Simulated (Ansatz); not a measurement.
`CB[SiH](F)F` + `NCF` → `CBN` + `FC[SiH](F)F`  (formal exchange of groups at a B–Si bond)

Calculated with Ansatz (gas phase, PBE0-D4/def2-TZVP geometries, no zero-point term in ΔE). CBS: MP2 limit from def2 TZ/QZ plus the TZ coupled-cluster correction, frozen cores. DFT in def2-TZVPP. One conformer a species, not always the lowest.

| species | B2PLYP energy (Eh) |
| --- | --- |
| `CB[SiH](F)F` | -555.08987 |
| `NCF` | -195.05722 |
| `CBN` | -121.30448 |
| `FC[SiH](F)F` | -628.91163 |

Work out ΔE.

ΔE = (-121.30448) + (-628.91163) − (-555.08987) − (-195.05722) = -0.06902 Eh = -181.2 kJ/mol. CCSD(T)/CBS gives -179.8 kJ/mol.

Largest T1 diagnostic among the species: 0.012.

In def2-TZVPP, CCSD(T) changes the Hartree–Fock value by −4.9 kJ/mol (the triples alone add −0.6 kJ/mol) and MP2 by −11.2 kJ/mol.
